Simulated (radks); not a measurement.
All-electron atom: Nd III in [Kr] 4d10 4f4 5s2 5p5.75 6p0.25 (fractional occupations, a model configuration). Calculated with a radial shooting solver on a logarithmic mesh with Libxc functionals: Dirac Kohn-Sham, AM05, spin-unpolarised, spherical densities, point nucleus; open shells fill j = l - 1/2 first.

X-ray form factor f0, the Fourier transform of the density (f0(0) = 58):

| sin(theta)/lambda (1/angstrom) | f0 (electrons) |
|---|---|
| 0.05 | 57.183 |
| 0.1 | 55.014 |
| 0.15 | 52.031 |
| 0.2 | 48.690 |
| 0.25 | 45.334 |
| 0.3 | 42.188 |
| 0.4 | 36.827 |
| 0.5 | 32.538 |
| 0.6 | 28.963 |
| 0.8 | 23.349 |
| 1 | 19.531 |
| 1.25 | 16.495 |
| 1.5 | 14.286 |
| 2 | 10.466 |
